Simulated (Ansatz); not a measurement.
Cd2H2Cl2⁻, that is (HCd-mu-Cl)2 with one electron more. Total charge -1; doublet. Geometry PBE-D4/def2-SVP, that of the neutral singlet; atoms count from 1.

```csv
atom,x (Å),y (Å),z (Å)
Cd1,-1.309,0.728,-1.099
H2,-2.488,1.383,-2.097
Cl3,-0.570,-1.602,-0.382
Cd4,1.309,-0.727,1.101
H5,2.496,-1.385,2.087
Cl6,0.563,1.603,0.390
```

In the def2 sets Cd takes a core potential; there is no spin–orbit coupling. The highest occupied level of the charge -1 doublet lies above zero (up to 1.48 eV). Energy differences disagree on whether the electron is bound (positive means bound): -0.10 eV (vertical, to the charge 0 singlet, at PBE0-D4/def2-TZVPD), but 0.12 eV at PBE-D4/def2-TZVPD.

Estimate the Mulliken populations from the PBE0/def2-TZVPD orbitals of Ansatz.


| atom | charge (e) | spin (α − β) | d electrons |
| --- | --- | --- | --- |
| Cd1 | -0.26 | 0.75 | 9.98 |
| H2 | -0.12 | 0.14 | – |
| Cl3 | -0.11 | -0.39 | – |
| Cd4 | -0.26 | 0.75 | 9.98 |
| H5 | -0.12 | 0.14 | – |
| Cl6 | -0.11 | -0.39 | – |
Mulliken values and Mayer orders depend strongly on the basis. With diffuse functions, as here, like atoms can get unlike values, and bond orders can come out too low or too high.

Where does the spin sit?

Summed by element: Cd 1.51, H 0.28, Cl -0.78, of 1 unpaired in all. Largest on single atoms: Cd1 0.75, Cd4 0.75, Cl6 -0.39.
